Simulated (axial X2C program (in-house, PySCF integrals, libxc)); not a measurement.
**What spin–orbit coupling does to RhC⁺**

Computed with an in-house relativistic program for diatomic molecules. Spin-free means the one-electron spin-free X2C Hamiltonian; two-component (2c) means X2C with spin–orbit coupling and atomic mean-field two-electron Coulomb and Gaunt terms, so the difference of the two also holds small scalar two-electron terms. Basis: Rh dyall-cv3z [12s12p8d5f3g], C dyall-v3z [7s6p2d1f] (cores contracted in-house); Gaussian nuclei, density fitting, unrestricted open shells. Masses: Rh 102.906 u, C 12.000 u.

Spin-free state: M_S = 0, Λ = 0 (closed shell); fragments Rh+ + C.

```csv
level,Re (Å),ωe (cm⁻¹),De (eV),μ (D)
PBE0,1.562,1205.8,5.991,-1.26
r2SCAN,1.575,1175.8,6.544,-1.28
```

Dipoles are positive if C is the positive end and refer to the centre of mass.

Two-component determinant lowest at the distance of the search:

Ω = 0 (closed shell); fragments Rh+ + C.

```
 level  Re (Å)  ωe (cm⁻¹)  μ (D)
  PBE0   1.562     1204.4  -1.25
r2SCAN   1.575     1174.9  -1.28
```

(1) From the two tables, how do the constants change at the PBE0 level (2c against spin-free)?

The state is one determinant whose occupation by symmetry is held fixed; it was picked as the lowest of a PBE0 search that is not exhaustive. Closed shells are restricted here (equal orbitals for both partners); the stretched side of such a curve lies too high. Dissociation energies refer to the lowest single-determinant-based atoms at the same level and basis. De is not given where an atomic determinant may have missed its ground term or J level, or where the truncated virtual space spoils (T). The functionals have no current-density term, which raises determinants with orbital currents, atoms included.

## Answers

(1) At the PBE0 level Re is unchanged within 0.001 Å and ωe falls by 1.4 cm⁻¹.
